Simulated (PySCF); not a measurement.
C₆ coefficients of unlike pairs at PBE0

Calculated with PySCF 2.14 from the dipole response of each species, C₆(A,B) = (3/π) ∫ α_A(iu) α_B(iu) du, in atomic units, from isotropic polarisabilities. For ions this is the dispersion term alone; charge-induced terms of lower order in 1/R come first.

| species | configuration | basis | relativity | α (bohr³) | C₆ (like pair) |
| --- | --- | --- | --- | --- | --- |
| Ar³⁺ | [Ne] 3s2 3p3 (4S) | dyall-acv3z (19s12p6d4f) | none | 3.617 | 9.809 |
| Cs | [Xe] 6s1 (2S) | def2-QZVPPD with the def2 core potential (46 electrons) (6s5p4d3f) | core potential | 511.0 | 9724 |
| Rb⁺ | [Kr] (1S) | aug-cc-pVQZ-X2C (9s8p6d3f2g) | spin-free X2C | 9.039 | 53.39 |

Problem. Estimate C₆ for Rb⁺ with Ar³⁺.

Solution. The integral gives 22.80. The combination rule 2 C_A C_B / (C_A α_B/α_A + C_B α_A/α_B) gives 22.83 and the geometric mean 22.88.

No spin-orbit coupling is included.

The other pairs:

| pair | C₆ |
| --- | --- |
| Rb⁺, Cs | 379.8 |
| Cs, Ar³⁺ | 154.6 |
